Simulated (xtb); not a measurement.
CH2F3O3S (SMILES O=S(O)(=[OH+])C(F)(F)F), charge +1, singlet, from a rough starting geometry; xtb with GFN2-xTB.

Here is a job for xtb.
```
$ xtb mol.xyz --gfn 2 --chrg 1 --opt vtight --json

# file mol.xyz
10

O     -1.25911165    -0.08320984    -1.42747825
S     -0.62564154     0.07654942    -0.21323524
O     -0.93627078    -0.95808754     0.90770874
O     -0.63023639     1.43743456     0.47355290
C      1.29504452    -0.18724756    -0.21219962
F      1.75116374     0.02746597     1.04268698
F      1.85969690     0.67442358    -1.00146580
F      1.48045361    -1.37080912    -0.60966564
H     -1.56277908    -1.70610577     0.68812742
H     -1.36793547     2.13110903     0.28743400
```

Task: Predict the main parts of the log of this xtb run.

Result: 
```
   ID    Z sym.   atoms
    1    8 O      1, 3, 4
    2   16 S      2
    3    6 C      5
    4    9 F      6-8
    5    1 H      9, 10

           -------------------------------------------------
          |                Calculation Setup                |
           -------------------------------------------------

           -------------------------------------------------
          |                 G F N 2 - x T B                 |
           -------------------------------------------------

          ...................................................
          :                      SETUP                      :
          :.................................................:
          :  # basis functions                  40          :
          :  # atomic orbitals                  39          :
          :  # shells                           19          :
          :  # electrons                        50          :
          :  max. iterations                   250          :
          :  Hamiltonian                  GFN2-xTB          :
          :  restarted?                      false          :
          :  GBSA solvation                  false          :
          :  PC potential                    false          :
          :  electronic temp.          300.0000000     K    :
          :  accuracy                    1.0000000          :
          :  -> integral cutoff          0.2500000E+02      :
          :  -> integral neglect         0.1000000E-07      :
          :  -> SCF convergence          0.1000000E-05 Eh   :
          :  -> wf. convergence          0.1000000E-03 e    :
          :  Broyden damping             0.4000000          :
          :  net charge                          1          :
          :  unpaired electrons                  0          :
          ...................................................

 iter      E             dE          RMSdq      gap      omega  full diag
   1    -32.3652942 -0.323653E+02  0.763E+00    6.72       0.0  T
   2    -32.3988623 -0.335681E-01  0.440E+00    6.30       1.0  T
   3    -32.4003592 -0.149690E-02  0.180E+00    6.25       1.0  T
   4    -32.4071121 -0.675291E-02  0.682E-01    6.14       1.0  T
   5    -32.4077336 -0.621538E-03  0.255E-01    6.12       1.0  T
   6    -32.4078419 -0.108237E-03  0.113E-01    6.10       1.0  T
   7    -32.4078700 -0.280744E-04  0.309E-02    6.09       1.0  T
   8    -32.4078716 -0.163689E-05  0.943E-03    6.09       3.4  T
[...]
 * total energy  :   -32.2949457 Eh     change       -0.6041762E-05 Eh
 * total energy  :   -32.2949525 Eh     change       -0.6804889E-05 Eh
 * total energy  :   -32.2949583 Eh     change       -0.5846940E-05 Eh
 * total energy  :   -32.2949620 Eh     change       -0.3723209E-05 Eh
 * total energy  :   -32.2949641 Eh     change       -0.2010192E-05 Eh
 * total energy  :   -32.2949669 Eh     change       -0.2860015E-05 Eh
 * total energy  :   -32.2949697 Eh     change       -0.2791135E-05 Eh
 * total energy  :   -32.2949731 Eh     change       -0.3406942E-05 Eh
 * total energy  :   -32.2949743 Eh     change       -0.1149863E-05 Eh
 * total energy  :   -32.2949745 Eh     change       -0.2635115E-06 Eh
 * total energy  :   -32.2949747 Eh     change       -0.1324966E-06 Eh
 * total energy  :   -32.2949747 Eh     change       -0.5205936E-07 Eh
   *** GEOMETRY OPTIMIZATION CONVERGED AFTER 24 ITERATIONS ***
         :: total energy             -32.294974709263 Eh    ::
[...]
     4   8 O        1.663    -0.482    22.512     6.405
     5   6 C        3.310     0.401    18.819     6.926
     6   9 F        0.815    -0.103    10.275     3.787
     7   9 F        0.813    -0.110    10.347     3.800
     8   9 F        0.813    -0.111    10.353     3.801
     9   1 H        0.808     0.439     0.418     1.016
    10   1 H        0.808     0.439     0.418     1.015

 Mol. C6AA /au·bohr⁶  :       1516.727814
 Mol. C8AA /au·bohr⁸  :      39214.054257
 Mol. α(0) /au        :         55.931959

Wiberg/Mayer (AO) data.
largest (>0.10) Wiberg bond orders for each atom

 ---------------------------------------------------------------------------
     #   Z sym  total        # sym  WBO       # sym  WBO       # sym  WBO
 ---------------------------------------------------------------------------
     1   8 O    2.026 --     2 S    1.701
     2  16 S    4.718 --     1 O    1.701     4 O    1.137     3 O    1.136
                             5 C    0.601
     3   8 O    2.137 --     2 S    1.136     9 H    0.775
     4   8 O    2.138 --     2 S    1.137    10 H    0.775
     5   6 C    3.883 --     6 F    1.026     7 F    1.017     8 F    1.016
                             2 S    0.601
     6   9 F    1.198 --     5 C    1.026
     7   9 F    1.188 --     5 C    1.017
     8   9 F    1.187 --     5 C    1.016
     9   1 H    0.807 --     3 O    0.775
    10   1 H    0.807 --     4 O    0.775
 ---------------------------------------------------------------------------

Topologies differ in total number of bonds
Writing topology from bond orders to xtbtopo.mol

molecular dipole:
                 x           y           z       tot (Debye)
 q only:       -1.472       0.212       0.332
   full:       -1.609       0.246       0.463       4.302
molecular quadrupole (traceless):
                xx          xy          yy          xz          yz          zz
 q only:        2.900      -0.388       5.866      -4.363      -1.745      -8.766
  q+dip:        4.939      -0.732       6.070      -5.223      -2.014     -11.009
   full:        4.756      -0.695       6.360      -5.321      -2.064     -11.116

optimized geometry written to: xtbopt.xyz

           -------------------------------------------------
          | TOTAL ENERGY              -32.294974709263 Eh   |
          | GRADIENT NORM               0.000115599452 Eh/α |
          | HOMO-LUMO GAP               6.550050615520 eV   |
           -------------------------------------------------
```
